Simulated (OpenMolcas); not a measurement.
La²⁺: from CASSCF to CASPT2

- Program: OpenMolcas
- Basis: ANO-RCC-VTZP [8s7p5d3f2g1h]
- Scalar Hamiltonian: DKH2, point nucleus
- Active space: 1 electron in 6 orbitals (5d 6s)
- State averaging: 2S+1 = 2 even, 6 roots
- Spin-orbit coupling: state interaction with AMFI integrals over the reference wave functions, term energies averaged over their components

Methods on the same reference wave functions:
A. CASSCF
B. SS-CASPT2, IPEA 0.25 Eh, imaginary shift 0.1 Eh (closed shells correlated: 5s 5p)

Energies in cm-1 above 5d 2D 3/2, the measured ground level; measured values from Martin, Zalubas and Hagan, Atomic Energy Levels: The Rare-Earth Elements, NSRDS-NBS 60 (1978).

```json
{"Level": "5d 2D 3/2", "A": "0.0", "B": "0.0", "Measured": "0.0"}
{"Level": "5d 2D 5/2", "A": "1593", "B": "1593", "Measured": "1603"}
{"Level": "6s 2S 1/2", "A": "13462", "B": "14398", "Measured": "13591"}
```

Deviations, from unrounded energies. A percentage is the sum of absolute deviations over the sum of measured energies, with the sign that they share, or ± where signs differ.

```csv
Against measurement,Levels,A,B
mean absolute deviation (cm-1),2,70,410
fine structure of the ground term (%),1,-0.6,-0.6
other configurations (%),1,-1.0,+5.9
```

A lies closest to measurement on these levels. The largest miss of A in the table is 6s 2S 1/2, by -130 cm-1. The ranking rests on the paired levels alone, and a cruder setting can come out closer through cancelling errors.

The lowest spin-free term lies below A's lowest term by 0.206 hartree in B.

With one active electron the reference holds no correlation, so core polarisation is missing (holds for A). With one active electron, CASPT2 adds the correlation within the correlated inactive shells and between them and that electron, and leaves the splitting within a term as the reference gives it (holds for B). Measured partners are found by configuration, term and J. A level has none where our copy of the source lacks it or the pairing is in doubt (some pairs that miss far off the trend of their configuration count as doubtful), and it then counts in no deviation. Levels of configurations outside the active space are missing.
